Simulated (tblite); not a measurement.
C$_{6}$H$_{13}$ (SMILES C[CH]CCCC), doublet, geometry from GFN2-xTB; GFN1-xTB (tblite 0.6.0).

Here is a job for tblite.
```
$ tblite run mol.xyz --method gfn1 --charge 0 --spin 1 --json tblite.json --no-restart

# file mol.xyz
19

C     -2.75616312    -0.20561197     0.21276207
C     -1.78454608     0.34115459    -0.75813841
C     -0.36833833    -0.07787926    -0.76501162
C      0.47699560     0.72934297     0.24942291
C      1.96728692     0.39989938     0.18541199
C      2.29100802    -1.01760492     0.64259801
H     -2.43036344    -1.17449609     0.58708687
H     -3.74337372    -0.31406975    -0.24055654
H     -2.88342474     0.46072730     1.07634029
H     -2.06746123     1.21659395    -1.31898910
H      0.06525893     0.07423610    -1.75750878
H     -0.29501304    -1.13731544    -0.50994433
H      0.10161226     0.53347479     1.25569411
H      0.33847710     1.79290047     0.04232314
H      2.32530831     0.54255798    -0.83693164
H      2.50353754     1.10698358     0.82389160
H      1.85952607    -1.75394638    -0.03040284
H      1.90061025    -1.19301961     1.64295739
H      3.36784771    -1.17043147     0.66376993
```

Problem. What does tblite print? Leave out banner, timings and long lists.

Solution. 
```
xTB calculator
 | screened Coulomb repulsion
 | Coulomb electrostatics
 |  * isotropic Klopman-Ohno-Mataga-Nishimoto electrostatics
 |  * onsite third-order electrostatics
 | DFT-D3(BJ) dispersion correction

halogen bonding energy    0.0000000000000E+00 Eh
repulsion energy          2.8707797030296E-01 Eh
dispersion energy        -6.7235054053099E-03 Eh
number of electrons       3.7000000000000E+01 e
integral cutoff           1.9731147476801E+01 bohr

------------------------------------------------------------
  cycle        total energy    energy error   density error
------------------------------------------------------------
      1     -19.63781538639  -1.9918170E+01   5.6491577E-01
      2     -19.63872152683  -9.0614044E-04   3.3811030E-01
      3     -19.63872288677  -1.3599402E-06   2.5497625E-03
      4     -19.63873282105  -9.9342824E-06   3.8903303E-04
      5     -19.63873305687  -2.3582082E-07   7.1707382E-05
      6     -19.63873306083  -3.9569734E-09   1.0916636E-05
------------------------------------------------------------

electronic energy        -1.9919087525726E+01 Eh
total energy             -1.9638733060829E+01 Eh

Post processing:
 | Mayer-Wiberg bond orders

[Info] JSON dump of results written to 'tblite.json'
```
